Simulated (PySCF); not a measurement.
Ni (nickel, neutral) across methods

[Ar] 3d8 4s1 4p1, one real determinant (an excited configuration). Calculation: PySCF 2.14, in aug-cc-pVTZ-DK; scalar relativity by spin-free X2C-1e.

| method | E (hartree) | mean ε 3d β (eV) | mean ε 4s α (eV) | mean ε 4p α (eV) | Σ⟨r²⟩ (bohr²) | ⟨S²⟩ |
| --- | --- | --- | --- | --- | --- | --- |
| PBE0 | -1520.210 | -11.994 | -8.269 | -3.289 | 42.23 | 6.001 |
| r2SCAN | -1520.426 | -9.855 | -7.634 | -2.738 | 41.54 | 6.002 |
| BP86 | -1520.691 | -9.775 | -7.525 | -2.655 | 42.38 | 6.000 |
| LC-wPBE | -1520.255 | -14.603 | -10.928 | -5.465 | 41.14 | 6.000 |
| PBE | -1520.201 | -9.576 | -7.385 | -2.569 | 42.71 | 6.000 |
| UHF | -1519.02184 | -18.700 | -10.465 | -5.201 | 42.77 | 6.002 |
| PW91 | -1520.586 | -9.664 | -7.454 | -2.600 | 42.56 | 6.000 |
| r2SCAN0 | -1520.386 | -12.259 | -8.475 | -3.397 | 41.51 | 6.001 |
| LDA | -1517.655 | -9.693 | -7.583 | -2.590 | 42.39 | 6.000 |

⟨L²⟩ = 14.02 against 20 for a pure G term, so this real determinant mixes terms.
